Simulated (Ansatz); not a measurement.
Reaction (cleavage of the Si–Si bond): `O=C1C[SiH]1[SiH2]O` + `[OH][GeH2][OH]` → `O[SiH2][O][GeH2][OH]` + `O=C1C[SiH2]1`

Gas-phase electronic energies from Ansatz, PBE0-D4/def2-TZVP geometries. CBS: MP2 limit from def2 TZ/QZ plus the TZ coupled-cluster correction, frozen cores. DFT in def2-TZVPP. B3LYP here is the variant with VWN-RPA as its local correlation; programs differ in this. For Ge outer-core shells are correlated without core-valence functions, which leaves a few kJ/mol of doubt a bond. Scalar relativity is left out up to krypton. One conformer a species, not always the lowest.

```json
{"level": "r2SCAN-D4", "ΔE (kJ/mol)": "-117.9", "difference from CCSD(T)/CBS": "7.8"}
{"level": "B3LYP-D4", "ΔE (kJ/mol)": "-123.5", "difference from CCSD(T)/CBS": "2.2"}
{"level": "ωB97X-V", "ΔE (kJ/mol)": "-124.4", "difference from CCSD(T)/CBS": "1.3"}
{"level": "PBE", "ΔE (kJ/mol)": "-97.6", "difference from CCSD(T)/CBS": "28.1"}
{"level": "HF/def2-TZVPP", "ΔE (kJ/mol)": "-152.7", "difference from CCSD(T)/CBS": "-27.0"}
{"level": "MP2/def2-TZVPP", "ΔE (kJ/mol)": "-132.4", "difference from CCSD(T)/CBS": "-6.7"}
{"level": "SCS-MP2/def2-TZVPP", "ΔE (kJ/mol)": "-136.5", "difference from CCSD(T)/CBS": "-10.8"}
{"level": "CCSD(T)/def2-TZVPP", "ΔE (kJ/mol)": "-127.2", "difference from CCSD(T)/CBS": "-1.5"}
{"level": "SCS-MP2/def2-QZVPP", "ΔE (kJ/mol)": "-136.2", "difference from CCSD(T)/CBS": "-10.5"}
{"level": "HF/CBS(def2)", "ΔE (kJ/mol)": "-155.1", "difference from CCSD(T)/CBS": "-29.4"}
{"level": "CCSD(T)/CBS", "ΔE (kJ/mol)": "-125.7", "difference from CCSD(T)/CBS": "0"}
```

Largest T1 diagnostic among the species: 0.017.

From PBE to PBE0 (25 % exact exchange), in def2-TZVPP and without D4, ΔE moves by −10.6 kJ/mol. In def2-TZVPP, CCSD(T) changes the Hartree–Fock value by +25.5 kJ/mol (the triples alone add +4.4 kJ/mol) and MP2 by +20.4 kJ/mol.
